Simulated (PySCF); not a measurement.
SMILES FB(N)Br (H2BBrFN) at its CAM-B3LYP/def2-SVP optimised geometry (Å):

```
6

B     -0.4716    -0.2605     0.0000
F     -1.1530    -1.3971    -0.0007
Br    -1.4666     1.3971     0.0000
N      0.9153    -0.2605     0.0000
H      1.4666     0.5865    -0.0016
H      1.4472    -1.1228     0.0019
```

Method: CAM-B3LYP/def2-TZVP in PySCF.

Map of the electron localisation function on the plane z = 0.8 Å:

```
|00000000011100000000000000000|
|00000011233321000000000000000|
|00001124455543210000000000000|
|00012356777765420000000000000|
|00134678899887531000000000000|
|01356789999998631000000000000|
|13568999999998630000000000000|
|24689999999998520000000000000|
|25789998789987410000122100000|
|35799998788875200013565300000|
|25789999888864100135776410000|
|24689999888762101357887410000|
|13577888888752224567876310000|
|02345566667643467888764200000|
|00112222234434799998753100000|
|00000000012224899998742100000|
|00000000112223799998753100000|
|00000012345422478888764200000|
|00000135666531135677775310000|
|00001256787641002467887410000|
|00001357888751000246887410000|
|00001246788752000025675300000|
|00000134666642000002443100000|
|00000012445431000000110000000|
|00000001222211000000000000000|
|00000000011100000000000000000|
|00000000000000000000000000000|
|00000000000000000000000000000|
|00000000000000000000000000000|
```
Scale: ten equal steps from 0.000 (start of '0') to 0.871 (end of '9'), in the order '0123456789'; x runs from -3.50 to 3.50, y from -3.50 (bottom) to 3.50 (top).
